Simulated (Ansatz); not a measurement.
BMe2Br (C2H6BBr), 10 atoms. Hardware: 4 threads of Arm Neoverse V2 on a shared host.

Correlated methods freeze 12 core orbitals; core or outer-core shells of Br are correlated, in sets that lack core-valence functions.

(1) How many basis functions does each of these Ansatz runs have, and roughly what does it cost? PBE with 50 % exact exchange/def2-TZVP, charge 0 singlet, energy, from earlier orbitals; PBE-D4/def2-TZVPD, charge -1 doublet at the geometry of the charge 0 singlet, energy, from earlier orbitals; PBE-D4/def2-TZVP, charge 1 doublet at the geometry of the charge 0 singlet, energy, from earlier orbitals; B3LYP-D4/def2-TZVP, charge 0 singlet, energy, from earlier orbitals; B2PLYP/def2-TZVP, charge 0 singlet, energy, from earlier orbitals; CCSD(T)/def2-TZVPP, charge 0 singlet, energy, from earlier orbitals; PBE0-D4/def2-SVP, charge 0 singlet, relaxation, 12 steps; RPA@PBE/def2-TZVP, charge 0 singlet, energy, from earlier orbitals; MP2/def2-TZVP, charge 0 singlet, energy, from earlier orbitals; LC-ωPBE/def2-TZVP, charge 0 singlet, energy, from earlier orbitals; PBE with 15 % exact exchange/def2-TZVP, charge 0 singlet, energy, from earlier orbitals; PBE0-D4/def2-TZVP, charge 0 singlet, energy, from earlier orbitals.

Results:

(1) Other jobs shared the machine, so times can vary by a factor of up to 3. A dash marks memory too small to be measured apart from the calling script's.

```
                                                                                                        run  functions  fitting or Cholesky vectors  wall time  peak host memory (GiB)
                                             MP2/def2-TZVP, charge 0 singlet, energy, from earlier orbitals        177                         1213      1.7 s                       –
                    PBE with 50 % exact exchange/def2-TZVP, charge 0 singlet, energy, from earlier orbitals        177                         1370        2 s                       –
                                         LC-ωPBE/def2-TZVP, charge 0 singlet, energy, from earlier orbitals        177                         1169        2 s                       –
                                        B3LYP-D4/def2-TZVP, charge 0 singlet, energy, from earlier orbitals        177                         1206        2 s                       –
                                         PBE0-D4/def2-TZVP, charge 0 singlet, energy, from earlier orbitals        177                         1206      2.2 s                       –
                    PBE with 15 % exact exchange/def2-TZVP, charge 0 singlet, energy, from earlier orbitals        177                         1201      2.2 s                       –
  PBE-D4/def2-TZVP, charge 1 doublet at the geometry of the charge 0 singlet, energy, from earlier orbitals        177                         1169      2.9 s                       –
                                         RPA@PBE/def2-TZVP, charge 0 singlet, energy, from earlier orbitals        177                         1213        3 s                       –
                                          B2PLYP/def2-TZVP, charge 0 singlet, energy, from earlier orbitals        177                         1213      3.7 s                       –
PBE-D4/def2-TZVPD, charge -1 doublet at the geometry of the charge 0 singlet, energy, from earlier orbitals        222                         1239       15 s                    0.62
                                                   PBE0-D4/def2-SVP, charge 0 singlet, relaxation, 12 steps        104                         1152       20 s                       –
                                        CCSD(T)/def2-TZVPP, charge 0 singlet, energy, from earlier orbitals        225                         1347    4.4 min                     1.9
```
